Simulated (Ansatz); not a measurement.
A structure relaxed at PBE0-D4/def2-TZVP, charge 0, multiplicity 1:

```xyz
7

O    -1.047    0.759   -0.079
In    0.665   -0.663    0.315
F     1.843    0.883    0.271
F     0.409   -1.622    1.967
F     0.230   -1.525   -1.374
H    -0.670    1.644   -0.167
H    -1.430    0.524   -0.934
```

Q: Give its formula and SMILES.

A: F3H2InO, `[OH2+][In-]([F])([F])[F]`.

Q: Point group (tolerance 0.08 Å, 0.16 Å for H)?

A: Cs.

Q: Summarise the bond lengths by kind.

A: 1 × In–O 2.260 Å; 2 × H–O 0.966 Å; 3 × F–In 1.927 to 1.945 Å.

All numbers were calculated with Ansatz.
